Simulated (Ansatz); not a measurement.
`FC(F)[O][GeH3]` and `OCOC(F)F` differ in one atom or group.

Ansatz, PBE0-D4/def2-TZVP geometries, multiplicity 1. Each molecule was computed in one conformer, which needn't be the lowest.

Scalar relativity is left out up to krypton.

```tsv
property	`FC(F)[O][GeH3]`
size of the dipole moment (B3LYP/def2-TZVPP) / D	1.60
HOMO–LUMO gap (PBE/def2-TZVPP) / eV	6.73
LUMO energy (ωB97M-V/def2-TZVPP) / eV	1.90
HOMO energy (PBE/def2-TZVPP) / eV	-7.58
LUMO energy (PBE/def2-TZVPP) / eV	-0.85
HOMO–LUMO gap (PBE0/def2-TZVPP) / eV	9.25
```

(1) Give the same properties after the change, and the shifts. (Estimate.)

## Answers

(1) Ansatz gave: 
```csv
property,`OCOC(F)F`,shift
size of the dipole moment (B3LYP/def2-TZVPP) / D,2.52,0.92
HOMO–LUMO gap (PBE/def2-TZVPP) / eV,7.31,0.58
LUMO energy (ωB97M-V/def2-TZVPP) / eV,2.22,0.32
HOMO energy (PBE/def2-TZVPP) / eV,-7.42,0.16
LUMO energy (PBE/def2-TZVPP) / eV,-0.12,0.73
HOMO–LUMO gap (PBE0/def2-TZVPP) / eV,9.97,0.72
```

The zero-point energy changes by 53.8 kJ/mol with +3 modes. Dipoles are sizes alone; their direction can turn.

Positive LUMOs are unbound, so they and the gaps depend on the basis.

B3LYP here is the variant with VWN-RPA as its local correlation; programs differ in this.
